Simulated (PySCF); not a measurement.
# Two-component Hartree-Fock for W⁺ (tungsten, charge +1)

Start: [Xe] 4f14 5d4 6s1; 5d3/2 filled at m_j = -3/2, -1/2, +1/2, +3/2; 6s1/2 filled at m_j = +1/2. Calculated with PySCF 2.14 in x2c-SVPall-2c (7s9p9d2f, 93 functions): generalised Hartree-Fock with the X2C-1e Hamiltonian and a Gaussian nucleus; one run each with spin-orbit coupling (SO) switched off, then screened by Boettger's factors.

```json
{"spinor shell": "1s1/2", "electrons": "2", "ε, spin-free (eV)": "-69904.3", "ε, screened SO (eV)": "-69882.7", "weight of nominal j (screened SO)": "1.000", "rms radius, screened SO (bohr)": "0.0208"}
{"spinor shell": "2s1/2", "electrons": "2", "ε, spin-free (eV)": "-12213.7", "ε, screened SO (eV)": "-12206.8", "weight of nominal j (screened SO)": "1.000", "rms radius, screened SO (bohr)": "0.0838"}
{"spinor shell": "2p1/2", "electrons": "2", "ε, spin-free (eV)": "-10686.8", "ε, screened SO (eV)": "-11653.4", "weight of nominal j (screened SO)": "1.000", "rms radius, screened SO (bohr)": "0.0713"}
{"spinor shell": "2p3/2", "electrons": "4", "ε, spin-free (eV)": "-10686.8", "ε, screened SO (eV)": "-10294.1", "weight of nominal j (screened SO)": "1.000", "rms radius, screened SO (bohr)": "0.0787"}
{"spinor shell": "3s1/2", "electrons": "2", "ε, spin-free (eV)": "-2881.4", "ε, screened SO (eV)": "-2878.9", "weight of nominal j (screened SO)": "1.000", "rms radius, screened SO (bohr)": "0.214"}
{"spinor shell": "3p1/2", "electrons": "2", "ε, spin-free (eV)": "-2421.3", "ε, screened SO (eV)": "-2632.6", "weight of nominal j (screened SO)": "1.000", "rms radius, screened SO (bohr)": "0.206"}
{"spinor shell": "3p3/2", "electrons": "4", "ε, spin-free (eV)": "-2421.3", "ε, screened SO (eV)": "-2333.6", "weight of nominal j (screened SO)": "1.000", "rms radius, screened SO (bohr)": "0.221"}
{"spinor shell": "3d3/2", "electrons": "4", "ε, spin-free (eV)": "-1885.9", "ε, screened SO (eV)": "-1923.2", "weight of nominal j (screened SO)": "1.000", "rms radius, screened SO (bohr)": "0.195"}
{"spinor shell": "3d5/2", "electrons": "6", "ε, spin-free (eV)": "-1885.9", "ε, screened SO (eV)": "-1858.7", "weight of nominal j (screened SO)": "1.000", "rms radius, screened SO (bohr)": "0.199"}
{"spinor shell": "4s1/2", "electrons": "2", "ε, spin-free (eV)": "-633.08", "ε, screened SO (eV)": "-632.21", "weight of nominal j (screened SO)": "1.000", "rms radius, screened SO (bohr)": "0.478"}
{"spinor shell": "4p1/2", "electrons": "2", "ε, spin-free (eV)": "-479.41", "ε, screened SO (eV)": "-528.68", "weight of nominal j (screened SO)": "1.000", "rms radius, screened SO (bohr)": "0.487"}
{"spinor shell": "4p3/2", "electrons": "4", "ε, spin-free (eV)": "-479.41", "ε, screened SO (eV)": "-458.63", "weight of nominal j (screened SO)": "1.000", "rms radius, screened SO (bohr)": "0.519"}
{"spinor shell": "4d3/2", "electrons": "4", "ε, spin-free (eV)": "-280.70", "ε, screened SO (eV)": "-288.24", "weight of nominal j (screened SO)": "0.999", "rms radius, screened SO (bohr)": "0.544"}
{"spinor shell": "4d5/2", "electrons": "6", "ε, spin-free (eV)": "-280.70", "ε, screened SO (eV)": "-274.79", "weight of nominal j (screened SO)": "0.999", "rms radius, screened SO (bohr)": "0.556"}
{"spinor shell": "5s1/2", "electrons": "2", "ε, spin-free (eV)": "-101.50", "ε, screened SO (eV)": "-101.25", "weight of nominal j (screened SO)": "1.000", "rms radius, screened SO (bohr)": "1.15"}
{"spinor shell": "5p1/2", "electrons": "2", "ε, spin-free (eV)": "-60.459", "ε, screened SO (eV)": "-68.964", "weight of nominal j (screened SO)": "0.924", "rms radius, screened SO (bohr)": "1.32"}
{"spinor shell": "4f5/2", "electrons": "6", "ε, spin-free (eV)": "-57.797", "ε, screened SO (eV)": "-58.684", "weight of nominal j (screened SO)": "0.981", "rms radius, screened SO (bohr)": "0.673"}
{"spinor shell": "5p3/2", "electrons": "4", "ε, spin-free (eV)": "-60.459", "ε, screened SO (eV)": "-56.442", "weight of nominal j (screened SO)": "0.938", "rms radius, screened SO (bohr)": "1.34"}
{"spinor shell": "5d3/2", "electrons": "4", "ε, spin-free (eV)": "-17.873", "ε, screened SO (eV)": "-17.887", "weight of nominal j (screened SO)": "0.622", "rms radius, screened SO (bohr)": "2.09"}
{"spinor shell": "6s1/2", "electrons": "1", "ε, spin-free (eV)": "-15.378", "ε, screened SO (eV)": "-15.296", "weight of nominal j (screened SO)": "0.998", "rms radius, screened SO (bohr)": "3.21"}
```

(1) Where does 4f7/2 lie, and what is the 4f spin-orbit splitting (screened SO)?

| quantity | spin-free | screened SO |
| --- | --- | --- |
| E (hartree) | -16129.59167 | -16148.50886 |
| M_J | 1/2 | 1/2 |
| ⟨J²⟩ | 4.756 | 3.883 |
| ⟨L²⟩ | 6.003 | 5.837 |
| ⟨S²⟩ | 8.753 | 8.484 |

The determinant has a definite M_J but mixes levels of different J.

Each row is a mean over spinors that exchange with the open shell spreads, by up to 4.400 eV (5p3/2).

Rows whose weight is well below 1 are mixtures of j = l ± 1/2: exchange outweighs spin-orbit coupling there, and the label is only the starting occupation.

Breit and QED terms are absent; they matter most for the inner s and p1/2 levels.

Densities and radii are taken from the X2C orbitals without a picture-change correction, which distorts them close to the nucleus.

Without spin-orbit coupling the j labels of p, d and f shells carry no meaning; the spin-free column gives the mean over the occupied spinors of each nl shell, and its ⟨J²⟩ belongs to a mixture of degenerate components.

Answers

(1) At -56.318 eV, 2.366 eV above 4f5/2.
